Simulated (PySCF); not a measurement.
H8OSi3, SMILES O[SiH]([SiH3])[SiH3]. Atoms are numbered in the order given.

```xyz
12

Si     0.1558    -0.5525    -0.3857
O      0.0056    -1.9989     0.4541
Si     1.7619     0.8602     0.5970
Si    -1.8932     0.5997    -0.5077
H      0.5978    -0.9270    -1.7608
H     -0.2741    -1.9227     1.3712
H      1.3520     1.1789     2.0023
H      3.1138     0.2218     0.6353
H      1.8484     2.1435    -0.1685
H     -2.3668     0.9238     0.8762
H     -1.7115     1.8845    -1.2537
H     -2.9479    -0.2147    -1.1866
```

Coordinates come from a PBE0-D3(BJ)/def2-SVP optimisation. The values are those of a single conformer.

These are PBE/pcSseg-1 in PySCF values and carry that method's errors.

GIAO shieldings, no solvent; atoms alike by connectivity are averaged. δ = σ(ref) − σ: ²⁹Si against TMS (σ = 335.4 ppm); ¹⁷O against H2O (σ = 334.3 ppm); ¹H against TMS (σ = 31.49 ppm), references at their B3LYP-D3(BJ)/def2-TZVP geometries, non-relativistic.

| nucleus | atoms | count | δ (ppm) |
|---|---|---|---|
| ²⁹Si | Si1 | 1 | -4.2 |
| ²⁹Si | Si3, Si4 | 2 | -112.0 |
| ¹⁷O | O2 | 1 | 8.9 |
| ¹H | H5 | 1 | 6.29 |
| ¹H | H7, H8, H9, H10, H11, H12 | 6 | 3.84 |
| ¹H | H6 | 1 | -0.54 |
